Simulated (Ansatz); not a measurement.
Pulling on the Se1–H2 bond in SeH (multiplicity 2 held). Energies count from the point at 1.475 Å.


R- and RO- levels are restricted; in cc, def2 and unpolarised 6-31G sets they are followed outwards from rest. U- levels take the lowest unrestricted solution at each point, which mixes spins at long bonds. Active spaces are followed from rest. Curves can end on different states.

Correlated levels freeze the cores. Filled d and f shells under p-block atoms count as core.

Run with Ansatz (Gaussian basis) for Hartree–Fock, density functionals and correlated methods. Each number belongs to the level named beside it.

Energies in eV.

```json
[
 {"R (Å)": "1.180", "U-PBE/cc-pVTZ": "1.60", "U-B3LYP/cc-pVTZ": "1.54", "U-MP2/cc-pVTZ": "1.51", "RO-SCS-MP2/cc-pVTZ": "1.52", "CASSCF(7,5)/cc-pVTZ": "1.61", "FIC-MRCISD+Q on CASSCF(7,5)/cc-pVTZ": "1.55"},
 {"R (Å)": "1.327", "U-PBE/cc-pVTZ": "0.32", "U-B3LYP/cc-pVTZ": "0.29", "U-MP2/cc-pVTZ": "0.27", "RO-SCS-MP2/cc-pVTZ": "0.27", "CASSCF(7,5)/cc-pVTZ": "0.33", "FIC-MRCISD+Q on CASSCF(7,5)/cc-pVTZ": "0.29"},
 {"R (Å)": "1.475", "U-PBE/cc-pVTZ": "0.00", "U-B3LYP/cc-pVTZ": "0.00", "U-MP2/cc-pVTZ": "0.00", "RO-SCS-MP2/cc-pVTZ": "0.00", "CASSCF(7,5)/cc-pVTZ": "0.00", "FIC-MRCISD+Q on CASSCF(7,5)/cc-pVTZ": "0.00"},
 {"R (Å)": "1.622", "U-PBE/cc-pVTZ": "0.15", "U-B3LYP/cc-pVTZ": "0.18", "U-MP2/cc-pVTZ": "0.22", "RO-SCS-MP2/cc-pVTZ": "0.22", "CASSCF(7,5)/cc-pVTZ": "0.15", "FIC-MRCISD+Q on CASSCF(7,5)/cc-pVTZ": "0.19"},
 {"R (Å)": "1.770", "U-PBE/cc-pVTZ": "0.53", "U-B3LYP/cc-pVTZ": "0.59", "U-MP2/cc-pVTZ": "0.68", "RO-SCS-MP2/cc-pVTZ": "0.66", "CASSCF(7,5)/cc-pVTZ": "0.50", "FIC-MRCISD+Q on CASSCF(7,5)/cc-pVTZ": "0.59"},
 {"R (Å)": "1.991", "U-PBE/cc-pVTZ": "1.25", "U-B3LYP/cc-pVTZ": "1.34", "U-MP2/cc-pVTZ": "1.73", "RO-SCS-MP2/cc-pVTZ": "1.47", "CASSCF(7,5)/cc-pVTZ": "1.15", "FIC-MRCISD+Q on CASSCF(7,5)/cc-pVTZ": "1.31"},
 {"R (Å)": "2.212", "U-PBE/cc-pVTZ": "1.97", "U-B3LYP/cc-pVTZ": "2.08", "U-MP2/cc-pVTZ": "2.45", "RO-SCS-MP2/cc-pVTZ": "2.27", "CASSCF(7,5)/cc-pVTZ": "1.73", "FIC-MRCISD+Q on CASSCF(7,5)/cc-pVTZ": "1.98"},
 {"R (Å)": "2.581", "U-PBE/cc-pVTZ": "2.85", "U-B3LYP/cc-pVTZ": "2.89", "U-MP2/cc-pVTZ": "2.92", "RO-SCS-MP2/cc-pVTZ": "3.37", "CASSCF(7,5)/cc-pVTZ": "2.37", "FIC-MRCISD+Q on CASSCF(7,5)/cc-pVTZ": "2.74"},
 {"R (Å)": "2.950", "U-PBE/cc-pVTZ": "3.20", "U-B3LYP/cc-pVTZ": "3.22", "U-MP2/cc-pVTZ": "3.07", "RO-SCS-MP2/cc-pVTZ": "4.09", "CASSCF(7,5)/cc-pVTZ": "2.65", "FIC-MRCISD+Q on CASSCF(7,5)/cc-pVTZ": "3.08"},
 {"R (Å)": "3.392", "U-PBE/cc-pVTZ": "3.34", "U-B3LYP/cc-pVTZ": "3.36", "U-MP2/cc-pVTZ": "3.12", "RO-SCS-MP2/cc-pVTZ": "4.50", "CASSCF(7,5)/cc-pVTZ": "2.75", "FIC-MRCISD+Q on CASSCF(7,5)/cc-pVTZ": "3.22"},
 {"R (Å)": "3.982", "U-PBE/cc-pVTZ": "3.40", "U-B3LYP/cc-pVTZ": "3.41", "U-MP2/cc-pVTZ": "3.14", "RO-SCS-MP2/cc-pVTZ": "4.42", "CASSCF(7,5)/cc-pVTZ": "2.78", "FIC-MRCISD+Q on CASSCF(7,5)/cc-pVTZ": "3.26"},
 {"R (Å)": "4.720", "U-PBE/cc-pVTZ": "3.41", "U-B3LYP/cc-pVTZ": "3.43", "U-MP2/cc-pVTZ": "3.14", "RO-SCS-MP2/cc-pVTZ": "3.69", "CASSCF(7,5)/cc-pVTZ": "2.78", "FIC-MRCISD+Q on CASSCF(7,5)/cc-pVTZ": "3.27"},
 {"R (Å)": "5.900", "U-PBE/cc-pVTZ": "3.41", "U-B3LYP/cc-pVTZ": "3.43", "U-MP2/cc-pVTZ": "3.14", "RO-SCS-MP2/cc-pVTZ": "1.94", "CASSCF(7,5)/cc-pVTZ": "2.78", "FIC-MRCISD+Q on CASSCF(7,5)/cc-pVTZ": "3.27"}
]
```

Doubts at one or more of the structures used: a spin-contaminated determinant (U-PBE/cc-pVTZ, U-B3LYP/cc-pVTZ, U-MP2/cc-pVTZ); a restricted determinant that unrestricted orbitals would lower (RO-SCS-MP2/cc-pVTZ).

Ansatz is a program for electronic structure.
